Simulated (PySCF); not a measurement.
Input of a response calculation (the driver script's job line, then coordinates in Å):

```
{"job": {"kind": "uv", "xc": "CAM-B3LYP", "basis": "def2-SVPD", "nstates": 8, "ntriplets": 3}, "charge": 0, "multiplicity": 1}
C     -2.941842     0.200691     0.030773
C     -1.978656    -0.257466    -0.745831
C     -0.736187    -0.926380    -0.240111
O      0.422681    -0.339758    -0.806453
B      1.966996    -0.807519    -0.328279
C      2.253839     0.798495    -0.330117
C      0.747714     1.001783    -0.399655
H     -2.895947     0.111116     1.104013
H     -3.823212     0.669475    -0.371036
H     -2.034463    -0.160080    -1.821758
H     -0.692543    -0.889693     0.857174
H     -0.714213    -1.975648    -0.556167
H      1.877104    -1.316062     0.738795
H      2.410120    -1.483812    -1.188294
H      2.706061     1.253188     0.546754
H      2.754727     1.188718    -1.212090
H      0.362425     1.720044    -1.132194
H      0.306638     1.219224     0.578060
```

Its output, with some lines taken out ([cut]) and without the SCF cycles:

```
converged SCF energy = -296.7978492187

Static polarisability (au): isotropic 79.028, principal 68.236 72.449 96.398

Singlet excitations
state   eV       nm        f      main configurations
  1   7.1662    173.0   0.08243   H->L 0.72
[cut]
  3   7.5116    165.1   0.21314   H-2->L 0.69, H->L+1 0.10
[cut]
[cut]
  6   7.8767    157.4   0.08135   H-1->L+1 0.48, H-1->L+2 0.28
  7   7.8835    157.3   0.06068   H-2->L+1 0.58, H->L+2 0.12
  8   8.1839    151.5   0.02695   H->L+5 0.39, H->L 0.17, H->L+4 0.10

Triplet excitations (Tamm-Dancoff, eV): 4.4795 6.9390 7.0270
```

Computed with PySCF 2.14.0, density-fitted response routines, TDDFT CAM-B3LYP/def2-SVPD, vertical, gas phase, core orbitals frozen in the response. The structure is a single GFN2-xTB conformer in the gas phase; no vibrational or solvent corrections.

**Question.** What stood in the cut lines?

**Answer.** 
```
  2   7.2598    170.8   0.00335   H-1->L 0.68
  4   7.6712    161.6   0.04949   H->L+1 0.47, H->L+2 0.19
  5   7.7928    159.1   0.05317   H-3->L 0.57, H-6->L 0.16
```

**Question.** Which orbital energies lie behind H and L?

**Answer.** HOMO -9.14 eV and LUMO 0.59 eV, a gap of 9.72 eV; state 1 differs from that by -2.56 eV.

**Question.** What is the total energy of state 4 at this geometry?

**Answer.** -296.79785 + 0.28191 = -296.51594 hartree.

**Question.** What transition dipole goes with state 3?

**Answer.** |μ|² = 3f / (2ΔE) = 3 × 0.2131 / (2 × 0.2760) = 1.158 au, so |μ| = 2.74 D.

**Question.** Write the structure that the coordinates describe.

**Answer.** `C=CC[O+]1[BH2-]CC1` (C5H11BO), point group C1.

H and L stand for HOMO and LUMO.

The run took 56 s of wall time on one thread of an Intel Xeon Platinum 8488C, shared host with 192 logical CPUs at a one-minute load of 111, and the process peaked at 1.1 GiB of memory.

Shape of the structure used: `[CH2:1]=[CH:2][CH2:3][O+:4]1[BH2-:5][CH2:6][CH2:7]1`: C1–C2–C3–O4 -129°, C2–C3–O4–B5 175°.
